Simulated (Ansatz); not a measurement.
Isomers of CH6Si2. Isolated molecules, 0 K electronic values unless said otherwise. Strings in code marks are SMILES.

Quantity: electronic energy of isomers of CH6Si2 relative to `C1[SiH2][SiH2]1`, in kJ/mol.

A: `C=[SiH][SiH3]`
B: `C[SiH]=[SiH2]`
C: `[SiH2]=C[SiH3]`

Question: Put the candidates in order of electronic energy of isomers of CH6Si2 relative to `C1[SiH2][SiH2]1`, lowest first, for r2SCAN/cc-pVTZ // PBE0-D3(BJ)/def2-TZVP (Ansatz, a program for electronic structure).

Answer: B (29.00 kJ/mol), C (42.3 kJ/mol), A (46.0 kJ/mol)
